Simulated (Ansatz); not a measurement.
```yaml
crystal:
  periodic: [false, false, false]
  atoms:
    - {symbol: Ag, position_ang: [-0.648053, -1.598571, 2.016621]}
    - {symbol: Ag, position_ang: [0.326200, -1.797443, -0.506910]}
    - {symbol: Ag, position_ang: [-0.840687, -0.362742, -2.490725]}
    - {symbol: Ag, position_ang: [0.329532, 2.509349, 0.674189]}
    - {symbol: Cu, position_ang: [0.877072, 0.832291, -1.108116]}
    - {symbol: Cu, position_ang: [0.980222, 0.170757, 1.303465]}
    - {symbol: Cu, position_ang: [-1.024287, 0.246349, 0.111476]}
basis:
  gaussian: {orbitals: def2-TZVP, initial_orbitals: start.molden}
total_charge: 1
hamiltonian: {xc: {name: wB97X-V}}
scf: {omitted_lower_state_checks: [starts]}
output: {orbitals: {seedname: orbitals}}
```

The file start.molden holds the orbitals of an earlier run on this structure, at another level or in another basis.

```sh
$ ansatz run in.yaml --threads 4 --pin off --events-out ev --progress --plain --max-ram 4787MiB
```

Does this run fit into the memory that it is given?

No. It has 295 basis functions, and Ansatz plans for 5.30 GiB where 4.67 GiB are given.
